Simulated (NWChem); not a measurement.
ZnSiH₄O; SMILES [OH][Zn][SiH3]

```xyz
7

Zn     0.4512    -0.4710     0.0004
O      0.7110    -2.2306     0.0005
H     -0.0694    -2.7922     0.0015
Si     0.2756     1.8690     0.0011
H     -1.1273     2.3083    -0.2892
H      1.1595     2.4913    -1.0357
H      0.6588     2.4541     1.3256
```
Atoms are numbered in this order, from 1.

Structure relaxed at the PBE0/def2-SVP level.

Question: Give the principal values of the shielding tensors (ppm) of Zn1, O2, Si4 from PBE0/pcSseg-1, GIAO (NWChem), with their diamagnetic and paramagnetic parts as GIAO splits them.

Answer: 
```csv
atom,σ11,σ22,σ33,isotropic,diamagnetic,paramagnetic
Zn1,1279.4,1281.6,2491.2,1684.1,2520.4,-836.3
O2,234.9,301.6,377.5,304.7,385.6,-80.9
Si4,478.9,492.8,494.0,488.5,881.5,-393.0
```
